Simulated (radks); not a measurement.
The potassium ion K11+ is in [He] 2s2 2p(1/2: 2, 3/2: 2). Method: Dirac Kohn-Sham, PBE, spin-unpolarised, spherical densities, finite nucleus; Fermi nuclear charge, rms radius of each element as measured or else 0.836 A^(1/3) + 0.57 fm; computed with a radial shooting solver on a logarithmic mesh with Libxc functionals. Sub-shells are occupied by j as written (lower j first in brackets). One electron is removed from 1s1/2, 2p1/2, 2s1/2, 2p3/2 in turn, with full relaxation. Which removal costs least, and what does each cost?

Answer. 2p3/2 637.84 eV; 2p1/2 641.42 eV; 2s1/2 698.93 eV; 1s1/2 4029.2 eV. The 2p3/2 electron leaves first.
